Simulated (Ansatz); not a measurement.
Geometry optimisation, RHF/def2-SVP in Ansatz 0.2.0.

Input file:

```yaml
crystal:
  periodic: [false, false, false]
  atoms:
    - { symbol: Ge, position_ang: [-0.326926, -0.028486, 0.019944] }
    - { symbol: O, position_ang: [-0.41, -0.089288, 1.778401] }
    - { symbol: H, position_ang: [-0.408426, 0.744469, 2.228197] }
    - { symbol: F, position_ang: [1.33545, 0.201153, -0.349784] }
    - { symbol: Cl, position_ang: [-1.205457, 1.875741, -0.53843] }
    - { symbol: Ge, position_ang: [-1.355772, -1.893872, -1.17837] }
    - { symbol: H, position_ang: [-1.948011, -2.862357, -0.158369] }
    - { symbol: H, position_ang: [-2.469795, -1.308248, -2.050754] }
    - { symbol: H, position_ang: [-0.295472, -2.563459, -2.04577] }
    - { symbol: S, position_ang: [1.382116, -2.785791, 1.218457] }
    - { symbol: H, position_ang: [0.610395, -3.7148, 1.787536] }
    - { symbol: H, position_ang: [0.979098, -1.789864, 2.066044] }
basis:
  gaussian: { orbitals: def2-SVP }
hamiltonian:
  xc: hf
relax:
  f_tol: 0.03
  max_steps: 50
```

Command:

```bash
$ ansatz run input.yaml --threads 4 --pin off --max-ram 5120MiB --backend cpu --events-out ev --progress --plain --runs-dir out
```

Question: Where does it end, and by what steps?

Answer: The forces met the threshold. The force dipped under the threshold on the way, but the program's further checks kept it going. After 43 steps the energy has fallen by 0.125 eV; F4 moved furthest, 1.64 Å.

```json
{"step": "0", "energy less start (eV)": "0.0000", "largest force component (eV/Å)": "0.758", "accepted": "yes"}
{"step": "2", "energy less start (eV)": "-0.0776", "largest force component (eV/Å)": "0.303", "accepted": "yes"}
{"step": "4", "energy less start (eV)": "-0.0886", "largest force component (eV/Å)": "0.214", "accepted": "yes"}
{"step": "6", "energy less start (eV)": "-0.0907", "largest force component (eV/Å)": "0.076", "accepted": "yes"}
{"step": "8", "energy less start (eV)": "-0.0917", "largest force component (eV/Å)": "0.029", "accepted": "yes"}
{"step": "10", "energy less start (eV)": "-0.0923", "largest force component (eV/Å)": "0.047", "accepted": "yes"}
{"step": "12", "energy less start (eV)": "-0.0933", "largest force component (eV/Å)": "0.097", "accepted": "yes"}
{"step": "14", "energy less start (eV)": "-0.0940", "largest force component (eV/Å)": "0.322", "accepted": "yes"}
{"step": "16", "energy less start (eV)": "-0.0971", "largest force component (eV/Å)": "0.129", "accepted": "yes"}
{"step": "18", "energy less start (eV)": "-0.1011", "largest force component (eV/Å)": "0.047", "accepted": "yes"}
{"step": "20", "energy less start (eV)": "-0.1032", "largest force component (eV/Å)": "0.113", "accepted": "yes"}
{"step": "22", "energy less start (eV)": "-0.1020", "largest force component (eV/Å)": "0.320", "accepted": "no"}
{"step": "24", "energy less start (eV)": "-0.1095", "largest force component (eV/Å)": "0.137", "accepted": "yes"}
{"step": "26", "energy less start (eV)": "-0.1131", "largest force component (eV/Å)": "0.156", "accepted": "yes"}
{"step": "28", "energy less start (eV)": "-0.1167", "largest force component (eV/Å)": "0.206", "accepted": "yes"}
{"step": "30", "energy less start (eV)": "-0.1195", "largest force component (eV/Å)": "0.158", "accepted": "yes"}
{"step": "32", "energy less start (eV)": "-0.1231", "largest force component (eV/Å)": "0.061", "accepted": "yes"}
{"step": "34", "energy less start (eV)": "-0.1242", "largest force component (eV/Å)": "0.046", "accepted": "yes"}
{"step": "36", "energy less start (eV)": "-0.1247", "largest force component (eV/Å)": "0.043", "accepted": "yes"}
{"step": "38", "energy less start (eV)": "-0.1249", "largest force component (eV/Å)": "0.010", "accepted": "yes"}
{"step": "40", "energy less start (eV)": "-0.1252", "largest force component (eV/Å)": "0.030", "accepted": "yes"}
{"step": "42", "energy less start (eV)": "-0.1252", "largest force component (eV/Å)": "0.032", "accepted": "yes"}
{"step": "43", "energy less start (eV)": "-0.1253", "largest force component (eV/Å)": "0.018", "accepted": "yes"}
```

```xyz
12
Properties=species:S:1:pos:R:3
Ge -0.533 0.239 -0.099
O 0.432 -0.024 1.334
H 0.717 0.742 1.813
F 0.387 1.328 -1.067
Cl -2.265 1.395 0.472
Ge -1.101 -1.796 -1.325
H -1.977 -2.664 -0.427
H -1.885 -1.332 -2.554
H 0.186 -2.502 -1.736
S 0.951 -3.593 1.782
H -0.072 -3.734 2.629
H 1.046 -2.273 1.957
```

Whether the end is a true minimum wasn't checked by a vibrational analysis.

Run time: 110 s on 4 threads of Arm Neoverse V2, with other jobs on the host, peak memory 0.57 GiB.
